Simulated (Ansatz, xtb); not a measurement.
Molecule: C$_{3}$HO$_{2}$ (charge +1, singlet). It need not be the lowest isomer of its formula. 
Coordinates optimised at B3LYP-D3(BJ)/def2-TZVP (Ansatz, a quantum-chemistry and plane-wave program):
```
C
C 1 1.2207
O 2 1.2382 1 174.42
H 3 0.9812 2 118.39 1 180.00
C 1 1.3152 4 166.59 3 180.00
O 5 1.1294 4 170.61 3 180.00
```
Charge +1, spin multiplicity 1.

Harmonic wavenumbers from GFN2-xTB (xtb, at its own minimum), cm⁻¹: 162, 163, 407, 431, 521, 537, 768, 880, 1527, 2311, 2398, 3263.

Problem. Give the harmonic wavenumbers at B3LYP-D3(BJ)/def2-TZVP (Ansatz, finite differences of forces, unscaled).

Solution. 114, 132, 462, 513, 570, 590, 748, 1075, 1500, 2299, 2415, 3587 cm⁻¹. Zero-point energy 20.0 kcal/mol.

Problem. From these and the geometry, give the ideal-gas thermochemistry at 298.15 K and 1 atm (rigid rotor, harmonic oscillator).

Solution. Point group Cs, rotational symmetry number 1. Rotational constants 762.1, 2.109, 2.103 GHz. S(trans) 38.61, S(rot) 22.08, S(vib) 8.82, S(elec, spin only) 0.00, S 69.5 cal/(mol K). H(298) - H(0) 3.83 kcal/mol; G - E(el) 3.1 kcal/mol.
